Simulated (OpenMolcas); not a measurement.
An OpenMolcas run meant for Tc3+ (ANO-RCC-VTZP, X2C; inactive shells 1s 2s 2p 3s 3p 3d 4s 4p; intended active space 4 electrons in 5 orbitals (4d)). One step of its input:

```
&RASSCF
FileOrb=start.orb
Symmetry=1
Spin=5
nActEl=4 0 0
Inactive=9 9
Ras2=5 0
CIRoot=5 5 1
SDav=5
CIMx=300
Iter=59 100
PrWF=0.3
OrbListing=Nothing
MaxOrb=0
Atom
Thrs=1.0e-2 5.0e-1 5.0e-1
```

The run finished. Its levels beside those of a sound run (CASSCF), in cm⁻¹ above each run's lowest level:

| Level | This run | Usual run |
| --- | --- | --- |
| 4d⁴ ⁵D₀ | 0.0 | 0.0 |
| 4d⁴ ⁵D₁ | 320 | 321 |
| 4d⁴ ⁵D₂ | 895 | 897 |
| 4d⁴ ⁵D₃ | 1654 | 1659 |
| 4d⁴ ⁵D₄ | 2548 | 2556 |
| 4d⁴ ³H₄ | 18065 | 18087 |
| 4d⁴ ³P₀(1) | 18261 | 18283 |
| 4d⁴ ³H₅ | 18792 | 18814 |
| 4d⁴ ³H₆ | 19462 | 19484 |
| 4d⁴ ³P₁(1) | 20005 | 20028 |
| 4d⁴ ³F₃(1) [70 %] | 20966 | 20988 |
| 4d⁴ ³F₂(1) | 21158 | 21180 |
| 4d⁴ ³F₄(1) | 21360 | 21383 |
| 4d⁴ ³P₂(1) | 22596 | 22618 |

Task: Which setting is unsound, and how much does it matter here?

Result: The convergence thresholds are far too loose, so the orbitals stop early. Against the sound run the excited levels shown move by 17 cm-1 on average and by 23 cm-1 at most.

Some high roots are left out of the spin-orbit mixing, which shifts the levels that they would mix with. Without dynamic correlation excited terms often stand tens of per cent too high (terms of higher spin than the ground term too low), and those without a measured partner can miss by more than the paired ones. Levels of configurations outside the active space are missing.

A share in square brackets marks a mixed level and gives the weight of the term that names it, the lowest over the columns. A number in round brackets counts repeated terms of one configuration in the order of the reference energies.
